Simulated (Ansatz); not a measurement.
Cl2H2Si (SMILES Cl[SiH2]Cl), charge 0, multiplicity 1, relaxed at each level with Ansatz (a quantum-chemistry and plane-wave program); harmonic frequencies from differences of analytic forces, average atomic masses, frozen cores.

Question: Give the equilibrium geometry, the harmonic frequencies and the zero-point energy at r2SCAN/def2-TZVPP.

Answer: 
(charge 0, multiplicity 1):
```xyz
5

Cl    -1.670     0.431    -0.004
Si    -0.011    -0.761     0.024
Cl     1.682     0.381    -0.022
H     -0.017    -1.541     1.274
H     -0.031    -1.617    -1.176
```
Frequencies (cm⁻¹): 186, 524, 585, 596, 711, 873, 955, 2262, 2276. Zero-point energy 12.82 kcal/mol.

Question: Give the equilibrium geometry, the harmonic frequencies and the zero-point energy at CCSD(T)/cc-pV(T+d)Z.

Answer: 
(charge 0, multiplicity 1):
```xyz
5

Cl    -1.673     0.432    -0.004
Si    -0.011    -0.763     0.024
Cl     1.686     0.382    -0.022
H     -0.017    -1.542     1.269
H     -0.031    -1.617    -1.171
```
Frequencies (cm⁻¹): 188, 530, 596, 605, 725, 891, 973, 2293, 2305. Zero-point energy 13.02 kcal/mol.
